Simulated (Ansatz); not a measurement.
Consider the atomization: `B[AsH]C[SiH3]` → As• + B• + C• + 8 H• + Si•.

Computed with Ansatz on PBE0-D4/def2-TZVP structures; ΔE is electronic, products minus reactants. CCSD(T)/CBS adds triple-zeta CCSD(T) − MP2 to the extrapolated MP2 energy (def2 sets, frozen cores). This one scheme is used for every species, atoms too. DFT in def2-TZVPP. B3LYP here is the variant with VWN-RPA as its local correlation; programs differ in this. Open shells (•) are unrestricted, without spin–orbit coupling. Spin–orbit coupling would lower the free atoms: a little for B, C, Si. For As outer-core shells are correlated without core-valence functions, so the limit isn't a true one: a few kJ/mol of doubt a bond, and 10 to 20 or more in all where bonds break to atoms. Scalar relativity is left out up to krypton. One conformer a species, not always the lowest.

`B[AsH]C[SiH3]`:

Cartesian coordinates in Å:
```
B 1.606 0.505 -1.393
As -0.360 0.611 -1.512
C -1.008 -0.707 -0.197
Si -0.451 -0.293 1.537
H 2.128 -0.561 -1.263
H 2.260 1.473 -1.636
H -0.618 1.906 -0.769
H -2.095 -0.768 -0.280
H -0.600 -1.670 -0.514
H 1.037 -0.293 1.578
H -0.936 1.063 1.908
H -0.963 -1.269 2.541
```

Task: What is ΔE at CCSD(T)/CBS? (An estimate is asked.)

Result: Computed: +3779.7 kJ/mol.

Task: What do these levels give: PBE-D4, PBE0-D4, B3LYP-D4, B2PLYP, PBE, r2SCAN, CCSD/def2-TZVPP, CCSD(T)/def2-TZVPP, HF/def2-QZVPP, MP2/def2-QZVPP, HF/CBS(def2), MP2/CBS(def2)? (Best estimate.)

Result: Ansatz gave: PBE-D4 3798.4, PBE0-D4 3772.8, B3LYP-D4 3802.5, B2PLYP 3742.7, PBE 3770.6, r2SCAN 3790.2, CCSD/def2-TZVPP 3653.7, CCSD(T)/def2-TZVPP 3696.1, HF/def2-QZVPP 2839.5, MP2/def2-QZVPP 3734.0, HF/CBS(def2) 2840.1, MP2/CBS(def2) 3768.5 kJ/mol.

Largest T1 diagnostic among the species: 0.014.

In def2-TZVPP, CCSD(T) changes the Hartree–Fock value by +859.7 kJ/mol (the triples alone add +42.4 kJ/mol) and MP2 by +848.5 kJ/mol; breaking electron pairs costs correlation energy, which Hartree–Fock lacks. The D4 term adds +45.2 kJ/mol with B3LYP and +23.7 kJ/mol with PBE0; it sums over pairs of atoms, weighted by their polarisabilities, and B3LYP, whose exchange is more repulsive, gets the larger term. From PBE to PBE0 (25 % exact exchange), in def2-TZVPP and without D4, ΔE moves by −21.5 kJ/mol: exact exchange takes away binding that semilocal exchange gives to molecules.

For atomizations the MP2-based limit and the directly extrapolated one differ by several kJ/mol either way, and by 10 to 25 for some Ge, Se and Sn compounds, so smaller differences from it don't rank the levels.
